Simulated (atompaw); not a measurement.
Scattering properties, PAW (atompaw) potential for Mg (Z = 12)

Mg (Z = 12), PAW, made with atompaw 4.2.0.5 (LDA (PW92), non-relativistic). Core [He], reference 2s2 2p6 3s2 3p0. Waves: 2s (bound): rc 1.10 bohr; 3s (bound): rc 1.60 bohr; 2p (bound): rc 0.70 bohr; 3p (bound, empty): rc 1.60 bohr; 3d channel at -0.1 Ry: rc 1.60 bohr. Local part: bessel scheme, radius 1.50 bohr. Core correction: smooth core density matched at 1.50 bohr. Augmentation charge: besselshape compensation charge, radius 1.55 bohr; PAW radius 1.60 bohr; waves and projectors: custom polynom gramschmidtortho.

The phase is arctan(r·u′/u) with u = r·R(r), unwrapped; energies in Ry, scanned from -8 to 5 Ry. A pole is an energy at which the radial function vanishes at the test radius. The pseudo phase is shifted by a multiple of π to meet the all-electron one at the reference energy, and phase errors are pseudo minus all-electron; the curves can meet again beyond the range given. Levels narrower than the energy grid can be missing from the lists of poles.

```json
{"channel": "s", "radius (bohr)": "1.60", "reference energy (Ry)": "-0.35", "poles, all-electron": "-5.55", "poles, pseudo": "-5.55", "unbroken range about the reference energy with phases within 0.05 rad": "the whole range", "phase error 1 Ry above the reference energy (rad)": "-0.000"}
{"channel": "p", "radius (bohr)": "1.60", "reference energy (Ry)": "-0.10", "poles, all-electron": "-3.13", "poles, pseudo": "-3.13", "unbroken range about the reference energy with phases within 0.05 rad": "the whole range", "phase error 1 Ry above the reference energy (rad)": "-0.001"}
{"channel": "d", "radius (bohr)": "1.60", "reference energy (Ry)": "-0.10", "poles, all-electron": "none", "poles, pseudo": "none", "unbroken range about the reference energy with phases within 0.05 rad": "the whole range", "phase error 1 Ry above the reference energy (rad)": "+0.001"}
```

Phases in the p channel:

```csv
E (Ry),all-electron,pseudo
-8.00,1.330,1.329
-7.76,1.325,1.325
-7.52,1.320,1.319
-7.28,1.314,1.314
-7.04,1.308,1.307
-6.80,1.301,1.300
-6.56,1.294,1.293
-6.32,1.285,1.284
-6.08,1.276,1.275
-5.84,1.264,1.264
-5.60,1.252,1.251
-5.36,1.236,1.235
-5.12,1.216,1.215
-4.88,1.191,1.190
-4.64,1.155,1.154
-4.40,1.101,1.100
-4.16,1.004,1.002
-3.92,0.774,0.773
-3.68,-0.057,-0.058
-3.44,-1.199,-1.199
-3.20,-1.525,-1.525
-2.96,-1.648,-1.649
-2.72,-1.715,-1.716
-2.48,-1.760,-1.760
-2.24,-1.793,-1.794
-2.00,-1.821,-1.821
-1.76,-1.846,-1.846
-1.52,-1.870,-1.870
-1.28,-1.893,-1.893
-1.04,-1.916,-1.916
-0.80,-1.941,-1.941
-0.56,-1.967,-1.967
-0.32,-1.996,-1.996
-0.08,-2.028,-2.028
0.16,-2.064,-2.064
0.40,-2.106,-2.106
0.64,-2.155,-2.155
0.88,-2.212,-2.213
1.12,-2.282,-2.284
1.36,-2.367,-2.370
1.60,-2.471,-2.477
1.84,-2.601,-2.610
2.08,-2.760,-2.775
2.32,-2.950,-2.973
2.56,-3.164,-3.195
2.80,-3.387,-3.424
3.04,-3.596,-3.638
3.28,-3.780,-3.822
3.52,-3.932,-3.973
3.76,-4.056,-4.094
4.00,-4.155,-4.192
4.24,-4.235,-4.270
4.48,-4.301,-4.335
4.72,-4.356,-4.388
4.96,-4.402,-4.433
```
